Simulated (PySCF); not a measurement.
# Spinor energies of Os²⁺ (osmium, charge +2)

Start: [Xe] 4f14 5d6; 5d3/2 filled at m_j = +3/2; 5d5/2 filled at m_j = -3/2, -1/2, +1/2, +3/2, +5/2. Calculated with PySCF 2.14 in x2c-SVPall-2c with one added diffuse shell each of s, d type (8s9p10d2f, 99 functions): generalised Hartree-Fock with the X2C-1e Hamiltonian and a Gaussian nucleus; one run each with spin-orbit coupling (SO) switched off, then screened by Boettger's factors. This is a chosen level, not necessarily the ground level.

```json
{"spinor shell": "1s1/2", "electrons": "2", "ε, spin-free (eV)": "-74292.1", "ε, screened SO (eV)": "-74267.4", "weight of nominal j (screened SO)": "1.000", "rms radius, screened SO (bohr)": "0.0201"}
{"spinor shell": "2s1/2", "electrons": "2", "ε, spin-free (eV)": "-13098.9", "ε, screened SO (eV)": "-13091.1", "weight of nominal j (screened SO)": "1.000", "rms radius, screened SO (bohr)": "0.0809"}
{"spinor shell": "2p1/2", "electrons": "2", "ε, spin-free (eV)": "-11415.5", "ε, screened SO (eV)": "-12513.0", "weight of nominal j (screened SO)": "1.000", "rms radius, screened SO (bohr)": "0.0687"}
{"spinor shell": "2p3/2", "electrons": "4", "ε, spin-free (eV)": "-11415.5", "ε, screened SO (eV)": "-10975.7", "weight of nominal j (screened SO)": "1.000", "rms radius, screened SO (bohr)": "0.0764"}
{"spinor shell": "3s1/2", "electrons": "2", "ε, spin-free (eV)": "-3126.5", "ε, screened SO (eV)": "-3123.8", "weight of nominal j (screened SO)": "1.000", "rms radius, screened SO (bohr)": "0.207"}
{"spinor shell": "3p1/2", "electrons": "2", "ε, spin-free (eV)": "-2623.9", "ε, screened SO (eV)": "-2865.8", "weight of nominal j (screened SO)": "1.000", "rms radius, screened SO (bohr)": "0.198"}
{"spinor shell": "3p3/2", "electrons": "4", "ε, spin-free (eV)": "-2623.9", "ε, screened SO (eV)": "-2524.9", "weight of nominal j (screened SO)": "1.000", "rms radius, screened SO (bohr)": "0.214"}
{"spinor shell": "3d3/2", "electrons": "4", "ε, spin-free (eV)": "-2054.7", "ε, screened SO (eV)": "-2096.5", "weight of nominal j (screened SO)": "1.000", "rms radius, screened SO (bohr)": "0.189"}
{"spinor shell": "3d5/2", "electrons": "6", "ε, spin-free (eV)": "-2054.7", "ε, screened SO (eV)": "-2024.0", "weight of nominal j (screened SO)": "1.000", "rms radius, screened SO (bohr)": "0.192"}
{"spinor shell": "4s1/2", "electrons": "2", "ε, spin-free (eV)": "-707.59", "ε, screened SO (eV)": "-706.65", "weight of nominal j (screened SO)": "1.000", "rms radius, screened SO (bohr)": "0.459"}
{"spinor shell": "4p1/2", "electrons": "2", "ε, spin-free (eV)": "-539.82", "ε, screened SO (eV)": "-597.07", "weight of nominal j (screened SO)": "1.000", "rms radius, screened SO (bohr)": "0.466"}
{"spinor shell": "4p3/2", "electrons": "4", "ε, spin-free (eV)": "-539.82", "ε, screened SO (eV)": "-516.04", "weight of nominal j (screened SO)": "1.000", "rms radius, screened SO (bohr)": "0.499"}
{"spinor shell": "4d3/2", "electrons": "4", "ε, spin-free (eV)": "-327.10", "ε, screened SO (eV)": "-335.70", "weight of nominal j (screened SO)": "0.999", "rms radius, screened SO (bohr)": "0.520"}
{"spinor shell": "4d5/2", "electrons": "6", "ε, spin-free (eV)": "-327.10", "ε, screened SO (eV)": "-320.30", "weight of nominal j (screened SO)": "1.000", "rms radius, screened SO (bohr)": "0.531"}
{"spinor shell": "5s1/2", "electrons": "2", "ε, spin-free (eV)": "-125.14", "ε, screened SO (eV)": "-124.88", "weight of nominal j (screened SO)": "1.000", "rms radius, screened SO (bohr)": "1.08"}
{"spinor shell": "5p1/2", "electrons": "2", "ε, spin-free (eV)": "-79.502", "ε, screened SO (eV)": "-89.674", "weight of nominal j (screened SO)": "0.726", "rms radius, screened SO (bohr)": "1.12"}
{"spinor shell": "4f5/2", "electrons": "6", "ε, spin-free (eV)": "-88.380", "ε, screened SO (eV)": "-89.553", "weight of nominal j (screened SO)": "0.910", "rms radius, screened SO (bohr)": "0.679"}
{"spinor shell": "4f7/2", "electrons": "8", "ε, spin-free (eV)": "-88.380", "ε, screened SO (eV)": "-86.592", "weight of nominal j (screened SO)": "0.990", "rms radius, screened SO (bohr)": "0.612"}
{"spinor shell": "5p3/2", "electrons": "4", "ε, spin-free (eV)": "-79.502", "ε, screened SO (eV)": "-74.913", "weight of nominal j (screened SO)": "0.976", "rms radius, screened SO (bohr)": "1.27"}
{"spinor shell": "5d5/2", "electrons": "5", "ε, spin-free (eV)": "-29.351", "ε, screened SO (eV)": "-29.868", "weight of nominal j (screened SO)": "0.471", "rms radius, screened SO (bohr)": "1.81"}
{"spinor shell": "5d3/2", "electrons": "1", "ε, spin-free (eV)": "-29.351", "ε, screened SO (eV)": "-26.609", "weight of nominal j (screened SO)": "0.637", "rms radius, screened SO (bohr)": "1.86"}
```

```
   quantity     spin-free   screened SO
E (hartree)  -17239.37389  -17261.86315
        M_J             4             4
       ⟨J²⟩        20.051        20.057
       ⟨L²⟩         6.048         6.775
       ⟨S²⟩         6.003         5.719
```

Each row is a mean over spinors that exchange with the open shell spreads, by up to 7.783 eV (5p3/2).

Rows whose weight is well below 1 are mixtures of j = l ± 1/2: exchange outweighs spin-orbit coupling there, and the label is only the starting occupation.

⟨J²⟩ departs a little from M_J(M_J + 1) because the unrestricted spinors polarise the closed shells.

Breit and QED terms are absent; they matter most for the inner s and p1/2 levels.

Densities and radii are taken from the X2C orbitals without a picture-change correction, which distorts them close to the nucleus.

Without spin-orbit coupling the j labels of p, d and f shells carry no meaning; the spin-free column gives the mean over the occupied spinors of each nl shell.
